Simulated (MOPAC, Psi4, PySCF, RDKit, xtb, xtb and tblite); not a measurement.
Two geometries of SMILES OCS (CH4OS), relaxed at GFN2-xTB with one dihedral held; other torsions can differ between them too.

Structure A

```
7

O     -1.0090    -0.6363     0.4830
C     -0.2612     0.4809     0.1058
S      0.2027     1.3967     1.6080
H     -1.2665    -1.1378    -0.2979
H     -0.8325     1.1553    -0.5459
H      0.6839     0.2112    -0.3802
H     -1.0285     1.4259     2.1074
```

Structure B

```
7

O      1.0189    -0.6714     0.4070
C      0.2055     0.4176     0.1325
S     -0.6557     0.3024    -1.4784
H      1.3577    -1.0432    -0.4170
H     -0.5302     0.5061     0.9330
H      0.7849     1.3480     0.0568
H     -1.4481    -0.7188    -1.1570
```

Task: Which is lower in energy at the level DF-MP2 (frozen core)/cc-pVTZ // GFN2-xTB (Psi4), and by how much?

Result: B is lower, by 3.19 kcal/mol (dihedral H4–O1–C2–S3: 180° in A, 30° in B).

E(B) − E(A) in kcal/mol at the other levels, on the same two geometries: GFN2-xTB (xtb and tblite) -2.95; MMFF94 // GFN2-xTB (RDKit) -1.51; PBE0/def2-TZVP // GFN2-xTB (Psi4) -3.56; PBE0-D3(BJ)/def2-TZVP // GFN2-xTB (Psi4) -3.61; PBE/def2-TZVP // GFN2-xTB (Psi4) -3.87; PBE-D3(BJ)/def2-TZVP // GFN2-xTB (Psi4) -3.93; HF/cc-pVTZ // GFN2-xTB (Psi4) -2.74; UFF // GFN2-xTB (RDKit) 1.77; AM1, restricted, heats of formation // GFN2-xTB (MOPAC) -0.82; PM6, restricted, heats of formation // GFN2-xTB (MOPAC) -2.38; GFN1-xTB // GFN2-xTB (xtb) -3.41; restricted B3LYP/6-31G*, spherical d // GFN2-xTB (PySCF) -3.43; restricted Hartree-Fock/LANL2DZ, with its core potentials past Ne // GFN2-xTB (PySCF) -2.76; restricted BP86/6-31G*, spherical d // GFN2-xTB (PySCF) -3.78; restricted B3LYP/3-21G // GFN2-xTB (PySCF) -3.36.
